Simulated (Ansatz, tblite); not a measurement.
Isomers of PtO2 (singlet), found by a short tight-binding search and relaxed with PBE-D4/def2-TZVP in Ansatz.

In the def2 sets Pt takes a core potential; there is no spin–orbit coupling. The xTB rows come from tblite.

Run but left out: HF/def2-TZVPP, PBE0-D4/def2-TZVP, MP2/def2-TZVPP, CCSD/def2-TZVPP, CCSD(T)/def2-TZVPP (A: restricted singlet, unstable towards broken spin symmetry); BHLYP-D4/def2-TZVP (A: restricted singlet, unstable in another Hartree–Fock run and untested here).

B: The restricted singlet is unstable towards broken spin symmetry in Hartree–Fock (as tested in another run); at PBE-D4/def2-TZVP, revPBE-D4/def2-TZVP, r2SCAN-D4/def2-TZVP this wasn't settled. It holds 1 O–O bond.

Other spin states were run for one of them alone.

A:

```csv
atom,x (Å),y (Å),z (Å)
Pt1,0.000,0.000,0.000
O2,-0.654,0.456,-1.514
O3,0.654,-0.456,1.514
```

B:

```xyz
3

Pt   -0.602    0.808   -0.688
O     0.902   -0.222    0.032
O    -0.300   -0.586    0.656
```

Q: Estimate their order by electronic energy at r2SCAN-D4/def2-TZVP, counted from the lowest.

A: A (0.0) < B (67.2), in kcal/mol.

Q: Do the other levels pick the same lowest one?

A: All that were run do. Energies above each level's lowest (kcal/mol):

```csv
level,A,B
GFN1-xTB,0.0,6.3
GFN2-xTB,0.0,24.6
PBE-D4/def2-TZVP,0.0,70.6
revPBE-D4/def2-TZVP,0.0,68.6
r2SCAN-D4/def2-TZVP,0.0,67.2
```
Point groups (tolerance 0.1 Å): A D∞h, B C2v. Lower isomers may exist.
